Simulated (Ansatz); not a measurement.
The first iterations of a band of C2H4AlF (8 atoms, charge 0, multiplicity 1).

Level of theory: RKS B3LYP-D4/def2-SVP in Ansatz 0.2.0.

```yaml
movable_images: 7
climbing_image: yes
spring: 5.0 eV/Å²
optimiser: quadratic models (default)
start_path: IDPP
force_threshold: 0.05 eV/Å
iteration_limit: 60
end_points: relaxed
```

Image 0:

```xyz
8
Properties=species:S:1:pos:R:3
C 0.621 1.255 -0.083
C -0.203 0.386 0.532
Al -0.439 -1.379 -0.220
F -1.443 -2.488 0.523
H 1.164 0.993 -1.001
H 0.803 2.272 0.289
H -0.706 0.733 1.444
H 0.294 -1.831 -1.540
```

Image 8:

```xyz
8
Properties=species:S:1:pos:R:3
C 0.637 1.247 -0.031
C -0.229 0.382 0.530
Al -0.500 -1.389 -0.203
F 0.401 -1.769 -1.560
H 1.222 0.986 -0.922
H 0.808 2.256 0.366
H -0.771 0.731 1.421
H -1.476 -2.499 0.344
```

| iteration | highest image above the first end (eV) | largest band force component (eV/Å) |
| --- | --- | --- |
| 1 | 0.203 | 0.584 |
| 2 | 0.193 | 0.346 |

Does the band converge within its limit, and where does its top end?

The run converged. It ended after 7 iterations with the highest image 0.149 eV above the first end. A vibrational analysis at the climbing image gives one clearly imaginary mode, 107i cm⁻¹: a first-order saddle point.

The run took 49 s on 1 thread of AMD EPYC 9R45 96-Core Processor (Zen 5), on a shared host, peak memory 0.18 GiB.
